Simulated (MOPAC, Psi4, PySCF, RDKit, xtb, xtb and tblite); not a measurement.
Relaxed torsion scan: C3H8Si, SMILES C=C[SiH2]C. Scanned: dihedral C1–C2–Si3–C4; all other coordinates were relaxed at GFN2-xTB. Points at φ and −φ are mirror images.

Geometry of the scan point at -105° (Å):
```
12

C      1.6650    -0.0852     0.9470
C      1.2373    -0.6029    -0.1935
Si    -0.4821    -0.3446    -0.9218
C     -1.4999    -1.9306    -0.6721
H      1.0403     0.5600     1.5439
H      2.6540    -0.2703     1.3400
H      1.9168    -1.2420    -0.7467
H     -0.3523    -0.0608    -2.3583
H     -1.1437     0.7795    -0.2485
H     -2.4981    -1.8239    -1.0866
H     -1.0322    -2.7828    -1.1576
H     -1.6042    -2.1709     0.3825
```

GFN2-xTB (xtb and tblite); MMFF94 // GFN2-xTB (RDKit); PBE/def2-TZVP // GFN2-xTB (Psi4); PBE-D3(BJ)/def2-TZVP // GFN2-xTB (Psi4); MP2/cc-pVTZ = DF-MP2 (frozen core)/cc-pVTZ // GFN2-xTB run with Psi4 1.11; HF/cc-pVTZ // GFN2-xTB (Psi4); PM3, restricted, heats of formation // GFN2-xTB (MOPAC); PM6, restricted, heats of formation // GFN2-xTB (MOPAC); GFN1-xTB // GFN2-xTB (xtb); RKS-B3LYP/6-31G* = PySCF with restricted B3LYP/6-31G*, spherical d // GFN2-xTB.

Least-squares fit of E(φ) = a0 + Σ (a_n cos nφ + b_n sin nφ), n = 1 to 4, to the 24 scan points, in kcal/mol above the lowest point of each profile (levels whose profile four harmonics don't fit are not listed):

```csv
method,a0,a1,b1,a2,b2,a3,b3,a4,b4,rms of fit
GFN2-xTB,0.29,0.04,0.00,-0.09,0.00,-0.21,0.00,-0.02,0.00,0.00
MMFF94,0.12,0.00,0.00,0.11,0.00,-0.04,0.00,0.02,0.00,0.00
PBE/def2-TZVP,0.65,-0.02,0.00,0.04,0.00,-0.65,0.00,-0.01,0.00,0.01
PBE-D3(BJ)/def2-TZVP,0.77,-0.11,0.00,0.01,0.00,-0.65,0.00,-0.01,0.00,0.01
MP2/cc-pVTZ,0.74,-0.11,0.00,0.04,0.00,-0.66,0.00,-0.01,0.00,0.01
HF/cc-pVTZ,0.79,0.08,0.00,0.06,0.00,-0.74,0.00,0.00,0.00,0.01
PM3,0.23,0.00,0.00,-0.11,0.00,-0.11,0.00,0.01,0.00,0.00
PM6,0.35,-0.15,0.00,-0.04,0.00,-0.15,0.00,-0.01,0.00,0.00
GFN1-xTB,0.47,0.02,0.00,-0.03,0.00,-0.42,0.00,-0.03,0.00,0.01
RKS-B3LYP/6-31G*,0.72,0.00,0.00,0.06,0.00,-0.70,0.00,0.01,0.00,0.01
```

MMFF94 has few fitted parameters for silicon.
